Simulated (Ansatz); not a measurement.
Ansatz (an electronic-structure program) input for CH₂NS, SMILES N[C]=S, multiplicity 2, r2SCAN-D4/def2-TZVP. 

Ansatz 0.2 input:
```yaml
crystal:
  periodic: [false, false, false]
  atoms:
    - {symbol: N, position_ang: [-0.12902862, -1.57826289, 0.00000000]}
    - {symbol: C, position_ang: [0.45260191, -0.40807486, -0.00000000]}
    - {symbol: S, position_ang: [-0.06908505, 1.10122897, 0.00000000]}
    - {symbol: H, position_ang: [-1.13888576, -1.70657878, -0.00000000]}
    - {symbol: H, position_ang: [0.43183537, -2.41679538, -0.00000000]}
basis:
  gaussian:
    orbitals: def2-TZVP
hamiltonian:
  xc: r2scan
  dispersion: d4
magnetization: {spin_polarized: true, initial_magnetization: 1}
relax: {f_tol: 0.002, max_steps: 200}
```

Log of the run:

```
WARN ansatz: RAYON_NUM_THREADS=1 ignored (pool sized by the plan → 1); use --threads N
Functional definition: r2SCAN
integrals: 0.03 GiB planned
684 factors; their error is unknown
mean field: 0.36 GiB planned
mean field evaluation 1: about -13382.9977 eV, gradient 4.7e1 eV
mean field evaluation 2: about -13352.0788 eV, gradient 8.6e1 eV
mean field evaluation 4: about -13392.1528 eV, gradient 9.0e0 eV
mean field evaluation 8: about -13392.6381 eV, gradient 2.3e-1 eV
mean field evaluation 16: about -13392.6276 eV, gradient 4.6e-4 eV
mean field -13392.62761591 eV, -492.1699870356 hartree, gradient 7.2e-5 eV, S^2 0.757302; 0 other end points of the search recorded, 0 dependent functions left out
the calculation of the forces begins
reference -13392.62762568 eV, -492.1699873947 hartree; 16, 15 occupied and 95, 96 virtual orbitals, 684 factors
relax step   1: F+E_penalty+E_count = -13392.64460087 eV  Δ(F+E_penalty+E_count) = +0.000e0 eV  max|allowed force component| = 6.176e-1 eV/Å  Δτ_max = 0.0000 Å  (36 SCF iters, accepted)
these checks for a lower state are left out or cut short: starts, cluster_reference, orbital_swaps, neighbouring_geometries, increment
integrals: 0.03 GiB planned
684 factors; their error is unknown
mean field: 0.36 GiB planned
mean field -13392.63294588 eV, -492.1701829086 hartree, gradient 1.8e-5 eV, S^2 0.757308; 0 other end points of the search recorded, 0 dependent functions left out
the calculation of the forces begins
reference -13392.63295565 eV, -492.1701832676 hartree; 16, 15 occupied and 95, 96 virtual orbitals, 684 factors
relax step   2: F+E_penalty+E_count = -13392.64991965 eV  Δ(F+E_penalty+E_count) = -5.319e-3 eV  max|allowed force component| = 2.700e-1 eV/Å  Δτ_max = 0.0087 Å  (42 SCF iters, accepted)
these checks for a lower state are left out or cut short: starts, cluster_reference, orbital_swaps, neighbouring_geometries, increment
integrals: 0.03 GiB planned
684 factors; their error is unknown
mean field: 0.36 GiB planned
mean field evaluation 32: about -13392.6360 eV, gradient 6.9e-5 eV
mean field -13392.63596616 eV, -492.1702939017 hartree, gradient 1.6e-5 eV, S^2 0.757284; 0 other end points of the search recorded, 0 dependent functions left out
the calculation of the forces begins
reference -13392.63597594 eV, -492.1702942609 hartree; 16, 15 occupied and 95, 96 virtual orbitals, 684 factors
relax step   3: F+E_penalty+E_count = -13392.65292867 eV  Δ(F+E_penalty+E_count) = -3.009e-3 eV  max|allowed force component| = 5.029e-2 eV/Å  Δτ_max = 0.0135 Å  (41 SCF iters, accepted)
these checks for a lower state are left out or cut short: starts, cluster_reference, orbital_swaps, neighbouring_geometries, increment
integrals: 0.03 GiB planned
684 factors; their error is unknown
mean field: 0.36 GiB planned
mean field -13392.63607382 eV, -492.1702978581 hartree, gradient 1.8e-5 eV, S^2 0.757272; 0 other end points of the search recorded, 0 dependent functions left out
the calculation of the forces begins
reference -13392.63608360 eV, -492.1702982176 hartree; 16, 15 occupied and 95, 96 virtual orbitals, 684 factors
relax step   4: F+E_penalty+E_count = -13392.65303637 eV  Δ(F+E_penalty+E_count) = -1.077e-4 eV  max|allowed force component| = 1.968e-2 eV/Å  Δτ_max = 0.0023 Å  (42 SCF iters, accepted)
these checks for a lower state are left out or cut short: starts, cluster_reference, orbital_swaps, neighbouring_geometries, increment
integrals: 0.03 GiB planned
684 factors; their error is unknown
mean field: 0.36 GiB planned
mean field -13392.63608582 eV, -492.1702982991 hartree, gradient 2.0e-5 eV, S^2 0.757274; 0 other end points of the search recorded, 0 dependent functions left out
the calculation of the forces begins
reference -13392.63609560 eV, -492.1702986586 hartree; 16, 15 occupied and 95, 96 virtual orbitals, 684 factors
relax step   5: F+E_penalty+E_count = -13392.65304764 eV  Δ(F+E_penalty+E_count) = -1.127e-5 eV  max|allowed force component| = 5.922e-3 eV/Å  Δτ_max = 0.0017 Å  (31 SCF iters, accepted)
these checks for a lower state are left out or cut short: starts, cluster_reference, orbital_swaps, neighbouring_geometries, increment
integrals: 0.03 GiB planned
684 factors; their error is unknown
mean field: 0.36 GiB planned
mean field -13392.63608611 eV, -492.1702983097 hartree, gradient 3.7e-5 eV, S^2 0.757273; 0 other end points of the search recorded, 0 dependent functions left out
the calculation of the forces begins
reference -13392.63609589 eV, -492.1702986692 hartree; 16, 15 occupied and 95, 96 virtual orbitals, 684 factors
relax step   6: F+E_penalty+E_count = -13392.65304805 eV  Δ(F+E_penalty+E_count) = -4.111e-7 eV  max|allowed force component| = 5.276e-5 eV/Å  Δτ_max = 0.0002 Å  (26 SCF iters, accepted)
integrals: 0.03 GiB planned
684 factors; their error is unknown
mean field: 0.36 GiB planned
mean field evaluation 64: about -13392.6430 eV, gradient 1.1e0 eV
mean field -13392.63608611 eV, -492.1702983097 hartree, gradient 3.7e-5 eV, S^2 0.757273; 1 other end points of the search recorded, 0 dependent functions left out
the calculation of the forces begins
reference -13392.63609589 eV, -492.1702986692 hartree; 16, 15 occupied and 95, 96 virtual orbitals, 684 factors
Total energy: -13392.65305783 eV, -492.1709220091 hartree
Atom 0 at    -0.129111    -1.588697    -0.000000 Å, force     0.000053     0.000016    -0.000000 eV/Å
Atom 1 at     0.429772    -0.400468    -0.000000 Å, force     0.000009    -0.000017     0.000000 eV/Å
Atom 2 at    -0.053242     1.116382     0.000000 Å, force    -0.000021     0.000013    -0.000000 eV/Å
Atom 3 at    -1.137979    -1.714215    -0.000000 Å, force    -0.000028     0.000011     0.000000 eV/Å
Atom 4 at     0.437998    -2.421485     0.000000 Å, force    -0.000013    -0.000023     0.000000 eV/Å
Dipole moment:    -0.214592    -0.765075    -0.000000 e Å
```

The run converged.
